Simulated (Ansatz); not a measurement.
Ansatz results at the PBE0-D4/def2-TZVP geometry: HOMO energy (PBE/def2-TZVPP) -6.08 eV; HOMO energy (ωB97M-V/def2-TZVPP) -9.08 eV; HOMO–LUMO gap (PBE0/def2-TZVPP) 5.14 eV.

(1) Which molecule gave them?
A. `Cl[SiH]1CB[SiH2]1`
B. `COBCS`
C. `C#CO[CH2][AlH][OH]`
D. `[F][AlH][SiH2][SiH2][AlH2]`

Results:

(1) A. The others give `[F][AlH][SiH2][SiH2][AlH2]`: -5.95, -8.89, 4.57; `COBCS`: -5.51, -8.93, 6.57; `C#CO[CH2][AlH][OH]`: -6.50, -10.06, 7.07.
